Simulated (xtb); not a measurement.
xtb input (GFN-FF):

```bash
xtb mol.xyz --gfnff --opt tight --chrg 0 --uhf 0
```
mol.xyz:
```
17

C     -2.15192498    -0.22447272     0.92479460
N     -0.86651357    -0.51710102     0.32601888
B      0.14985604     0.41043792    -0.02150074
C     -0.02892552     1.96608512     0.22639651
N      1.35388658    -0.06733155    -0.60449813
C      1.67071299    -1.45084200    -0.89458052
H     -2.98389666    -0.53930130     0.28573091
H     -2.24857365     0.84765458     1.08392408
H     -2.27323327    -0.71437283     1.89689464
H     -0.71756802    -1.49816224     0.15371731
H      0.84427541     2.53733357    -0.09668834
H     -0.89299742     2.36692395    -0.31158315
H     -0.18903207     2.19350248     1.28439526
H      2.06941666     0.59292561    -0.84836459
H      1.67021716    -2.06904301     0.01062634
H      2.66201829    -1.52933411    -1.34036148
H      0.95930733    -1.89391077    -1.60109610
```

Output:

```
           -------------------------------------------------
          |                Calculation Setup                |
           -------------------------------------------------

          ==================== Thresholds ====================
          CN  :   150.00000
          rep :   500.00000
          disp:  2500.00000
          HB1 :   250.00000
          HB2 :   450.00000

          Pauling EN used:
          Z : 1  EN :  2.20
          Z : 5  EN :  2.04
          Z : 6  EN :  2.55
          Z : 7  EN :  3.04
          electric field strengths (au): 0.000

           -------------------------------------------------
          |           Force Field Initialization            |
           -------------------------------------------------

          distances ...
          ----------------------------------------
          generating topology and atomic info file ...
          pair mat ...
          computing topology distances matrix with Floyd-Warshall algo ...
          making topology EEQ charges ...
          #fragments for EEQ constrain: 1
          ----------------------------------------
          generating topology and atomic info file ...
          pair mat ...
          computing topology distances matrix with Floyd-Warshall algo ...
          making topology EEQ charges ...
          #fragments for EEQ constrain: 1
          rings ...
          # BATM   108
          # H in HB   2
          doing iterative Hueckel for 1 subsystem(s) ...

  atom   neighbors  erfCN metchar sp-hybrid imet pi  qest     coordinates
    1  C       4    3.49   0.00         3    0    0  -0.012   -4.066549   -0.424192    1.747609
    2  N       3    2.79   0.00         3    0    1  -0.210   -1.637473   -0.977179    0.616086
    3  B       3    2.79   0.01         2    0    1   0.033    0.283187    0.775615   -0.040631
    4  C       4    3.48   0.00         3    0    0  -0.050   -0.054661    3.715362    0.427827
    5  N       3    2.79   0.00         3    0    1  -0.210    2.558475   -0.127238   -1.142336
    6  C       4    3.49   0.00         3    0    0  -0.012    3.157190   -2.741694   -1.690512
    7  H       1    0.97   0.00         0    0    0   0.028   -5.638747   -1.019132    0.539953
    8  H       1    0.97   0.00         0    0    0   0.028   -4.249188    1.601835    2.048320
    9  H       1    0.97   0.00         0    0    0   0.028   -4.295788   -1.349969    3.584611
   10  H       1    0.98   0.00         0    0    0   0.099   -1.356007   -2.831116    0.290484
   11  H       1    0.97   0.00         0    0    0   0.031    1.595449    4.794866   -0.182714
   12  H       1    0.97   0.00         0    0    0   0.031   -1.687521    4.472838   -0.588807
   13  H       1    0.97   0.00         0    0    0   0.031   -0.357219    4.145119    2.427155
   14  H       1    0.98   0.00         0    0    0   0.099    3.910631    1.120467   -1.603177
   15  H       1    0.97   0.00         0    0    0   0.028    3.156253   -3.909925    0.020081
   16  H       1    0.97   0.00         0    0    0   0.028    5.030486   -2.890023   -2.532916
   17  H       1    0.97   0.00         0    0    0   0.028    1.812828   -3.578973   -3.025633

          #atoms :   17
[...]
H10-N2=1.0147        H11-C4=1.0861        H12-C4=1.0862        H13-C4=1.0862        H14-N5=1.0159        H15-C6=1.0899
H16-C6=1.0914        H17-C6=1.0899
 C  H  Rav=1.0889 sigma=0.0020  Rmin=1.0861  Rmax=1.0914     9
 C  B  Rav=1.5669 sigma=0.0000  Rmin=1.5669  Rmax=1.5669     1
 N  H  Rav=1.0153 sigma=0.0006  Rmin=1.0147  Rmax=1.0159     2
 N  B  Rav=1.4311 sigma=0.0003  Rmin=1.4308  Rmax=1.4315     2
 N  C  Rav=1.4347 sigma=0.0009  Rmin=1.4338  Rmax=1.4356     2

 selected bond angles (degree)
 --------------------
H7-C1-N2=110.98                H8-C1-N2=110.04                H8-C1-H7=107.93                H9-C1-N2=110.98
H9-C1-H7=108.87                H9-C1-H8=107.93                B3-N2-C1=131.58                H10-N2-C1=111.39
H10-N2-B3=117.03               C4-B3-N2=119.94                N5-B3-N2=120.54                N5-B3-C4=119.53
H11-C4-B3=110.75               H12-C4-B3=109.63               H12-C4-H11=108.84              H13-C4-B3=109.63
H13-C4-H11=108.84              H13-C4-H12=109.12              C6-N5-B3=127.54                H14-N5-B3=120.25
H14-N5-C6=112.20               H15-C6-N5=109.88               H16-C6-N5=112.27               H16-C6-H15=108.20
H17-C6-N5=109.88               H17-C6-H15=108.30              H17-C6-H16=108.20

 selected dihedral angles (degree)
 ---------------------------------
B3-N2-C1-H7=119.40            B3-N2-C1-H8=  0.00            B3-N2-C1-H9=240.60            H10-N2-C1-H7=299.40
H10-N2-C1-H8=180.00           H10-N2-C1-H9= 60.60           C4-B3-N2-C1=  0.00            C4-B3-N2-H10=180.00
N5-B3-N2-C1=180.00            N5-B3-N2-H10=  0.00           H11-C4-B3-N2=180.00           H11-C4-B3-N5=  0.00
H12-C4-B3-N2=300.12           H12-C4-B3-N5=120.12           H13-C4-B3-N2= 59.88           H13-C4-B3-N5=239.88
C6-N5-B3-N2=  0.00            C6-N5-B3-C4=180.00            H14-N5-B3-N2=180.00           H14-N5-B3-C4=  0.00
H15-C6-N5-B3=300.47           H15-C6-N5-H14=120.47          H16-C6-N5-B3=180.00           H16-C6-N5-H14=  0.00
H17-C6-N5-B3= 59.53           H17-C6-N5-H14=239.53
           -------------------------------------------------
          |                Final Singlepoint                |
           -------------------------------------------------
         :::::::::::::::::::::::::::::::::::::::::::::::::::::
         ::                     SUMMARY                     ::
         :::::::::::::::::::::::::::::::::::::::::::::::::::::
         :: total energy              -2.428975922608 Eh    ::
         :: gradient norm              0.000218504061 Eh/a0 ::
         ::.................................................::
         :: bond energy               -2.510222522625 Eh    ::
         :: angle energy               0.004917737668 Eh    ::
         :: torsion energy             0.000694055046 Eh    ::
         :: repulsion energy           0.111402274893 Eh    ::
         :: electrostat energy        -0.027844086036 Eh    ::
         :: dispersion energy         -0.007753435413 Eh    ::
         :: HB energy                  0.000000000000 Eh    ::
         :: XB energy                  0.000000000000 Eh    ::
         :: bonded atm energy         -0.000169946140 Eh    ::
         :: external energy            0.000000000000 Eh    ::
         :: add. restraining           0.000000000000 Eh    ::
         :: total charge              -0.000000000000 e     ::
Note: The following floating-point exceptions are signalling: IEEE_UNDERFLOW_FLAG IEEE_DENORMAL
normal termination of xtb
         :::::::::::::::::::::::::::::::::::::::::::::::::::::

           -------------------------------------------------
          |                Property Printout                |
           -------------------------------------------------

molecular dipole:
                 x           y           z       tot (Debye)
 q only:       -0.044       0.022       0.022       0.138
           -------------------------------------------------
          |                Geometry Summary                 |
           -------------------------------------------------

      molecular mass/u    :       85.9439904
   center of mass at/Å    :        0.0107086       0.0110678      -0.0035208
  moments of inertia/u·Å² :        0.1040166E+03   0.2144331E+03   0.3089721E+03
rotational constants/cm⁻¹ :        0.1620667E+00   0.7861487E-01   0.5456037E-01

 * 16 selected distances

     #   Z          #   Z                                           value/Å
     1   6 C        2   7 N                                       1.4356101
     2   7 N        3   5 B                                       1.4308189
     3   5 B        4   6 C                                       1.5668894 (max)
     3   5 B        5   7 N                                       1.4314522
     5   7 N        6   6 C                                       1.4338354
     1   6 C        7   1 H                                       1.0907238
     1   6 C        8   1 H                                       1.0891470
     1   6 C        9   1 H                                       1.0907238
     2   7 N       10   1 H                                       1.0146675 (min)
     4   6 C       11   1 H                                       1.0861438
     4   6 C       12   1 H                                       1.0861937
     4   6 C       13   1 H                                       1.0861937
     5   7 N       14   1 H                                       1.0158879
     6   6 C       15   1 H                                       1.0899111
     6   6 C       16   1 H                                       1.0913945
     6   6 C       17   1 H                                       1.0899111

 * 5 distinct bonds (by element types)

   Z      Z             #   av. dist./Å        max./Å        min./Å
   1 H    6 C           9     1.0889269     1.0913945     1.0861438
   5 B    6 C           1     1.5668894     1.5668894     1.5668894
   1 H    7 N           2     1.0152777     1.0158879     1.0146675
   5 B    7 N           2     1.4311355     1.4314522     1.4308189
   6 C    7 N           2     1.4347228     1.4356101     1.4338354

optimized geometry written to: xtbopt.xyz

           -------------------------------------------------
          | TOTAL ENERGY               -2.428975922608 Eh   |
          | GRADIENT NORM               0.000218504061 Eh/α |
           -------------------------------------------------
########################################################################
[WARNING] Runtime exception occurred
-1- gfnff_setup: Could not read topology file.
########################################################################

------------------------------------------------------------------------
------------------------------------------------------------------------
 total:
 SCF:
 ANC optimizer:
```
